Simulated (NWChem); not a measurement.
System: C4H4F2; SMILES CC(F)(F)C#C

```xyz
10

C     -0.0388     2.3567     0.0000
C     -0.0510     1.1484     0.0000
C     -0.0197    -0.3249     0.0000
C      1.3745    -0.9010     0.0000
F     -0.6934    -0.7803    -1.0885
F     -0.6934    -0.7803     1.0885
H     -0.0402     3.4319     0.0000
H      1.9179    -0.5721     0.8952
H      1.2942    -1.9968     0.0000
H      1.9179    -0.5721    -0.8952
```
Atoms are numbered in this order, from 1.

Coordinates come from a PBE0/def2-SVP optimisation.

Q: Give the principal values of the shielding tensors (ppm) of C1, C2, C3, C4, F5 from BHandHLYP/pcSseg-1, GIAO (NWChem), with their diamagnetic and paramagnetic parts as GIAO splits them.

A: 
```json
[
 {"atom": "C1", "σ11": "35.5", "σ22": "36.0", "σ33": "235.2", "isotropic": "102.2", "diamagnetic": "257.2", "paramagnetic": "-155.0"},
 {"atom": "C2", "σ11": "2.6", "σ22": "4.4", "σ33": "305.7", "isotropic": "104.2", "diamagnetic": "263.9", "paramagnetic": "-159.6"},
 {"atom": "C3", "σ11": "56.0", "σ22": "76.2", "σ33": "89.0", "isotropic": "73.7", "diamagnetic": "234.7", "paramagnetic": "-161.0"},
 {"atom": "C4", "σ11": "138.0", "σ22": "142.5", "σ33": "184.0", "isotropic": "154.8", "diamagnetic": "249.5", "paramagnetic": "-94.6"},
 {"atom": "F5", "σ11": "184.4", "σ22": "342.4", "σ33": "350.5", "isotropic": "292.4", "diamagnetic": "478.4", "paramagnetic": "-186.0"}
]
```
